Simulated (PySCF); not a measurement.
CH₇FN₂Si. Atoms are numbered in the order given.

```xyz
12

C      2.1848     0.0281     0.9581
N      1.0553    -0.5180     0.2329
Si    -0.4970     0.1775     0.0829
N     -1.5918    -1.0845    -0.2979
F     -0.7024     1.2273    -1.1532
H      1.8342     0.8028     1.6580
H      2.6984    -0.7424     1.5603
H      2.9399     0.5004     0.3015
H      1.2926    -1.2700    -0.4091
H     -0.6986     1.0067     1.3033
H     -2.4586    -0.8781    -0.7835
H     -1.6816    -1.9019     0.2953
```

The structure is a stationary point at r2SCAN-D4/def2-SVP. The structure was generated by enumeration; whether it is a known compound was not checked. The values are those of a single conformer.

Calculation: SMD-ωB97X/def2-SVP run with PySCF.

Solvation free energies are E(SMD) − E(gas) at the gas-phase geometry, for 1 M in both phases. In vacuum the dipole moment is 2.29 D.

**Question.** Estimate the solvation free energies in water, benzene, dichloromethane. (An estimate is asked for; the answer gives what the named calculation found.)

**Answer.** 
```
solvent          ΔG(solv) (kcal/mol)  its non-electrostatic (CDS) part  dipole (D)
---------------  -------------------  --------------------------------  ----------
water                           -2.0                               4.3        2.76
benzene                         -2.4                               0.5        2.50
dichloromethane                 -4.7                               0.7        2.69
```
